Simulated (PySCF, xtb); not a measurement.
C6H5, SMILES c1cccc[c]1, multiplicity 2.

Harmonic wavenumbers (cm⁻¹) from xtb with GFN2-xTB at its own minimum, in rising order: 329, 390, 550, 576, 612, 710, 832, 875, 903, 909, 916, 1063, 1085, 1093, 1164, 1169, 1237, 1285, 1419, 1427, 1526, 1610, 3059, 3063, 3072, 3076, 3082.

Q: What does PBE-D3(BJ)/def2-SVP in PySCF give at its own minimum? (An estimate is asked for; the answer gives what the named calculation found.)

A: 386, 416, 575, 597, 659, 699, 785, 866, 939, 944, 972, 1003, 1026, 1043, 1127, 1129, 1249, 1353, 1423, 1426, 1547, 1612, 3100, 3105, 3115, 3117, 3132. Paired by order, the mean absolute difference is 35 cm⁻¹ and the zero-point energies are 52.9 and 53.4 kcal/mol.
